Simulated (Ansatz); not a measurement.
`[OH][Nb](=[S])([Cl])[Cl]` + NH₃ → `[NH2][Nb](=[S])([Cl])[Cl]` + H₂O at 298.15 K and 1 bar (ligand exchange at the Nb–O bond).

Program: Ansatz. Geometries: PBE0-D4/def2-TZVP. ΔE: electronic, gas phase. CCSD(T)/CBS is the MP2 limit (def2-TZVPP, def2-QZVPP) plus CCSD(T) − MP2 in def2-TZVPP, frozen cores. This one scheme is used for every species. Elements past krypton have def2 core potentials. For Nb outer-core shells are correlated without core-valence functions, which leaves a few kJ/mol of doubt a bond. Each species was taken in one conformer, which may not be the lowest.

| species | CCSD(T)/CBS energy (Eh) | H − E (kJ/mol) | S (J/(mol·K)) |
| --- | --- | --- | --- |
| `[OH][Nb](=[S])([Cl])[Cl]` | -1450.25463 | 68.5 | 370.8 |
| NH₃ | -56.50880 | 100.5 | 192.4 |
| `[NH2][Nb](=[S])([Cl])[Cl]` | -1430.37174 | 101.1 | 375.3 |
| H₂O | -76.37941 | 66.4 | 188.7 |

H − E and S are ideal-gas, rigid-rotor, harmonic terms from PBE0-D4/def2-TZVP, for one conformer and one mirror image of each species. 1 Eh = 2625.50 kJ/mol, R = 8.31446 J/(mol·K).

Q: By hand: ΔE, ΔH, ΔS and ΔG.

A: ΔE = (-1430.37174) + (-76.37941) − (-1450.25463) − (-56.50880) = 0.01228 Eh = 32.2 kJ/mol. Δ(H − E) = 101.1 + 66.4 − 68.5 − 100.5 = -1.5, so ΔH = 30.7 kJ/mol. ΔS = 375.3 + 188.7 − 370.8 − 192.4 = 0.8 J/(mol·K). ΔG = 30.7 − 298.15 × (0.8)/1000 = 30.5 kJ/mol.

Q: By hand: the equilibrium constant, and the temperature at which ΔG would vanish if ΔH and ΔS stayed fixed.

A: log₁₀ K = −ΔG/(RT ln 10) = -5.3. ΔG = 0 at ΔH/ΔS = 38375 K, far beyond where these terms or the molecules hold.

The number of gas molecules stays the same, so ΔS is small and ΔH decides. A doubt of 5 kJ/mol in ΔE shifts log₁₀ K by 0.9 here. Other conformers and mirror images would add mixing entropy, several J/(mol·K) or more a flexible species. These are equilibria of isolated gas molecules and say nothing of rates. Largest T1 diagnostic: 0.023 (customary marks: 0.02 for closed shells, 0.045 for open ones).
